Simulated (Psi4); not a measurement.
Pair of molecules: SiH4 (SMILES [SiH4]) (first 5 atoms) with CH3Br (SMILES CBr); geometry from B3LYP-D3(BJ)/def2-TZVP.
(charge 0, multiplicity 1):
```xyz
10

Si    -0.0443    -0.3024     0.0989
H      0.6309    -1.5814     0.4011
H     -1.4102    -0.3016     0.6688
H     -0.1368    -0.1274    -1.3701
H      0.7252     0.8259     0.6690
C     -0.8732     1.2600     3.6194
Br     0.0357    -0.4520     3.8908
H     -0.1972     1.9046     3.0691
H     -1.1017     1.6687     4.5973
H     -1.7757     1.0637     3.0517
```

Method: SAPT0/aug-cc-pVDZ run with Psi4 1.11.

Q: Which attractive term is largest, and how does the interaction split up?

A: electrostatics -6.9, exchange 12.7, induction -2.0, dispersion -10.8, total -7.1 kJ/mol; the largest attraction is dispersion.
